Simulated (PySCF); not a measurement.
**Correlation energy of Kr²⁺ (krypton, charge +2)**

[Ar] 3d10 4s2 4p4, high-spin 3P determinant. All numbers are calculated (PySCF 2.14, scalar relativity through the core potential, in aug-cc-pVDZ-PP with ECP10MDF (5s4p3d, 32 functions)). Frozen: 3s2 3p6 3d10; 6 electrons correlated.

MP2 pair energies summed by pair of shells (mhartree):

```json
{"pair": "4p-4p", "energy": "-37.00", "share (%)": "49.5"}
{"pair": "4s-4p", "energy": "-32.30", "share (%)": "43.2"}
{"pair": "4s-4s", "energy": "-5.39", "share (%)": "7.2"}
```

Total MP2 correlation energy: -74.69 mhartree.

Same-spin part -18.36 and opposite-spin part -56.34 mhartree; SCS-MP2 scales them by 1/3 and 6/5 to -73.72 mhartree.

```tsv
level	correlation energy (mhartree)
CCSD	-90.01
(T)	-0.92
CCSD(T)	-90.93
```

Diagnostics: T1 = 0.0058, D1 = 0.0188, largest double amplitude 0.040.

Is a single reference adequate?

Yes, within this model without spin-orbit coupling: T1 lies below 0.03 and no double amplitude reaches 0.07.
